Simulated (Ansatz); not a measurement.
CH5AlOS (`C[O][AlH][SH]`) at its PBE0-D4/def2-TZVP geometry, where that method's forces vanish. The species carries charge 0 and has multiplicity 1.

| atom | x (Å) | y (Å) | z (Å) |
| --- | --- | --- | --- |
| C1 | -1.1683 | -0.8276 | 0.1164 |
| O2 | -0.0834 | -0.3593 | 0.8561 |
| Al3 | 1.2576 | 0.6252 | 0.6292 |
| S4 | 1.6404 | 1.5667 | -1.3054 |
| H5 | -1.1809 | -0.4398 | -0.9107 |
| H6 | -1.1443 | -1.9208 | 0.0620 |
| H7 | -2.1067 | -0.5333 | 0.5973 |
| H8 | 2.2371 | 0.8607 | 1.8320 |
| H9 | 0.5485 | 1.0282 | -1.8768 |

(1) For each bond, give half the difference of the two atoms' forces along it (eV/Å; positive pushes the atoms apart) under PBE-D4, r2SCAN-D4, B3LYP-D4, ωB97M-V in def2-TZVPP. (Estimate.)

Results:

(1) Ansatz gave: 
| bond | length (Å) | PBE-D4 | r2SCAN-D4 | B3LYP-D4 | ωB97M-V |
| --- | --- | --- | --- | --- | --- |
| C1–O2 | 1.394 | 0.21 | 0.29 | 0.32 | 0.32 |
| C1–H5 | 1.098 | 0.07 | -0.05 | -0.09 | -0.12 |
| C1–H6 | 1.095 | 0.09 | -0.06 | -0.10 | -0.13 |
| C1–H7 | 1.095 | 0.09 | -0.06 | -0.10 | -0.13 |
| O2–Al3 | 1.679 | 0.18 | -0.05 | -0.03 | -0.01 |
| Al3–S4 | 2.185 | 0.05 | 0.03 | 0.11 | 0.04 |
| Al3–H8 | 1.569 | -0.04 | -0.05 | -0.17 | -0.19 |
| S4–H9 | 1.345 | 0.26 | 0.00 | -0.02 | -0.09 |

B3LYP here is the variant with VWN-RPA as its local correlation; programs differ in this.
